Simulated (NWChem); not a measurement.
BPH4; SMILES PB

```xyz
6

B      0.0073    -1.2999     0.0000
H     -0.0518    -1.8932    -1.0489
H     -0.0518    -1.8932     1.0489
P     -0.0886     0.5535     0.0000
H      0.6984     0.9916    -1.0942
H      0.6984     0.9916     1.0942
```
Atoms are numbered in this order, from 1.

Program: NWChem. Pople sets run with spherical d functions. Medium grid unless said otherwise, to which SCAN and Minnesota functionals are sensitive. Geometry: optimised at PBE0/def2-SVP.

Q: Among these, which level gives the highest value of “orbital gap (eV)”?
A) HCTH/407/6-31G*
B) BHandHLYP/6-31G*
C) M06-L/6-31G*
D) PW91/6-31G*

A: B, BHandHLYP/6-31G*. Values: PW91/6-31G* 3.90; HCTH/407/6-31G* 4.02; M06-L/6-31G* 4.43; BHandHLYP/6-31G* 7.89
